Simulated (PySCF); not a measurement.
AlClH$_{2}$NSi (calculated)

Computed with PySCF 2.14.0. Calculation on a computer-drawn molecule: the log of a Hartree-Fock and frozen-core CCSD(T) single point meant for a local Hartree-Fock minimum, with one planted fault or none, to be diagnosed. Offsets are logged minus clean, where the clean run is the same molecule without the fault. The reference is restricted for singlets and unrestricted otherwise, and also for a bond in bohr or an excited solution. Adding or removing an electron swaps singlet and doublet. The excited solution moves the top pair (singlet) or top alpha electron (doublet) to the lowest empty orbital. Highest occupied and lowest empty are orbital energies over both spins, largest force is the largest gradient component, triples share is (T) over the correlation energy, the T1 limit is 0.02 restricted and 0.045 unrestricted, electrons count all cores, a negative frequency is imaginary (commonest isotopes), and the dipole is about the centre of nuclear charge.

```xyz
6
formula=AlClH2NSi meant_charge=0 meant_multiplicity=2 meant_basis=cc-pV(D+d)Z logged_electrons=53 logged_basis_functions=93 logged_SCF_converged=yes logged_spin_squared=0.8734 logged_highest_occupied=-4.8459 logged_lowest_empty=-0.89459 logged_largest_force=0.020358 logged_dipole_magnitude=2.4623 logged_SCF_stable_within_its_kind=no logged_energy_HF=-1045.90728 possible_faults=no_fault,one_electron_removed,one_electron_added,multiplicity_raised_by_two,geometry_at_a_saddle_point,SCF_held_on_an_excited_solution,minimal_basis_STO-3G,one_bond_length_entered_in_bohr,all_coordinates_scaled planted_fault=SCF_held_on_an_excited_solution HF_energy_offset_from_clean_run=61.55
Al     0.9549     0.6169    -0.7252
N      0.9403     2.2206    -1.4536
Si     1.1120     3.6402    -2.0494
Cl     2.4465     5.0519    -1.4263
H     -0.0202     0.3213     0.5046
H      0.3653     4.2342    -3.1567
```

Units: logged_highest_occupied, logged_lowest_empty in eV; logged_largest_force in hartree/bohr; logged_dipole_magnitude in debye; logged_energy_HF in hartree; HF_energy_offset_from_clean_run in kcal/mol.

Drawn bonds:
```
atom  other atom  order
   1           2      1
   2           3      2
   3           4      1
   1           5      1
   3           6      1
```

Notes: coupled-cluster numbers left out as unreliable.
